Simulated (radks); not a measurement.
Task: Radial electron density D(r) = 4 pi r^2 rho(r) of an atom or ion with 47 electrons. Method: Dirac Kohn-Sham, LDA (Slater exchange, Perdew-Wang correlation), spin-unpolarised, spherical densities, point nucleus; computed with a radial shooting solver on a logarithmic mesh with Libxc functionals.

r (bohr)  D(r) (e/bohr)
0.001607          3.102
0.002127          4.987
0.002836          7.989
0.003783          12.51
0.005046          19.01
0.00673           27.76
0.008904          38.12
0.01188           49.34
0.01584           58.46
0.02113           62.25
0.02795           59.64
0.03728           54.40
0.04973           55.26
0.06632           66.54
0.08846           77.56
0.117             72.28
0.1561            56.35
0.2082            55.01
0.2777            63.17
0.3674            50.23
0.4901            24.97
0.6536            18.18
0.8718            20.28
1.163             14.52
1.538             6.948
2.052             2.648
2.737            0.9129
3.65             0.2487
4.83            0.04343
6.442          0.003304

What is the nuclear charge?

Result: Z = 48. The innermost maximum, from 1s, lies near gamma/Z bohr with gamma = sqrt(1 - (Z/c)^2) = 0.937, here 0.0195 bohr (found: 0.0215), and its height grows with Z. The density is that of the cadmium ion Cd+ in [Kr] 4d10 5s1; the configuration itself is not fixed sharply by these data, and Z only to a few units. D(r) has 4 maxima, at r = 0.0215, 0.0943, 0.280, 0.838 bohr, and minima at 0.0424, 0.183, 0.618 bohr, inside which lie 2.04, 11.20, 28.99 electrons.
